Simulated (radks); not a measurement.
Task: Species: Pt III. Configuration: [Xe] 4f14 5d7.5 5f0.5 (fractional occupations, a model configuration). All-electron calculation, Dirac Kohn-Sham, PBE, spin-unpolarised, spherical densities, finite nucleus; open shells fill j = l - 1/2 first; Fermi nuclear charge, rms radius 5.427 fm. Program: a radial shooting solver on a logarithmic mesh with Libxc functionals. Some entries of the table are withheld. Estimate them.

| orbital | occ. | eigenvalue (eV) | <1/r> (bohr^-1) |
|---|---|---|---|
| 1s1/2 | 2 | (1) | 93.89 |
| 2s1/2 | 2 | -13765.80 | 23.03 |
| 2p1/2 | 2 | -13198.50 | 23.00 |
| 2p3/2 | 4 | -11469.65 | 18.86 |
| 3s1/2 | 2 | -3252.507 | 8.457 |
| 3p1/2 | 2 | -2996.982 | 8.372 |
| 3p3/2 | 4 | -2616.945 | 7.295 |
| 3d3/2 | 4 | -2190.080 | 7.192 |
| 3d5/2 | 6 | -2108.162 | 6.945 |
| 4s1/2 | 2 | -718.6368 | 3.573 |
| 4p1/2 | 2 | -610.0564 | 3.464 |
| 4p3/2 | 4 | -519.5526 | 3.090 |
| 4d3/2 | 4 | -341.3935 | 2.885 |
| 4d5/2 | 6 | -324.5607 | 2.798 |
| 5s1/2 | 2 | -126.5698 | 1.435 |
| 4f5/2 | 6 | -97.0187 | 2.408 |
| 4f7/2 | 8 | -93.5634 | 2.374 |
| 5p1/2 | 2 | -91.8412 | (2) |
| 5p3/2 | 4 | -76.7608 | (3) |
| 5d3/2 | 4 | -30.3982 | 0.8718 |
| 5d5/2 | 3.5 | -28.8338 | 0.8412 |
| 5f5/2 | 0.5 | -5.6226 | 0.1981 |
| 5f7/2 | 0 | -5.6187 | 0.1976 |

Result: 
(1) 1s1/2 eigenvalue (eV): -78297.48
(2) 5p1/2 <1/r> (bohr^-1): 1.309
(3) 5p3/2 <1/r> (bohr^-1): 1.175
